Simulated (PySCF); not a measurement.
arsine (AsH3), SMILES [AsH3].

The structure is a stationary point at PBE-D3(BJ)/def2-TZVPD.

Two levels are set side by side: TDA-PBE/def2-TZVPD (PySCF) and TDA-PBE0/def2-TZVPD (PySCF). Vertical, same geometry. The lowest singlet is HOMO→LUMO 99 % with PBE and HOMO→LUMO 99 % with the other functional; states are paired by order. Differences are taken from unrounded values.

```
quantity                               TDA-PBE0
-------------------------------------  --------
lowest singlet excitation (eV)             6.81
lowest triplet excitation (TDA) (eV)       5.78
first bright state (f over 0.05) (eV)      6.81
its oscillator strength                    0.16
```

Task: What does TDA-PBE give, and how far is it from TDA-PBE0? (An estimate is asked for; the answer gives what the named calculation found.)

Result: 
```csv
quantity,TDA-PBE,TDA-PBE minus TDA-PBE0
lowest singlet excitation (eV),6.45,-0.36
lowest triplet excitation (TDA) (eV),5.73,-0.04
first bright state (f over 0.05) (eV),6.45,-0.36
its oscillator strength,0.15,-0.01
```

A lower first singlet is the usual sign of a functional without exact exchange. Differences between two approximate levels are no errors against the true value.

Rough cost on one machine, each run with all the roots and properties that it gave: TDA-PBE0 against TDA-PBE within a factor of 2.
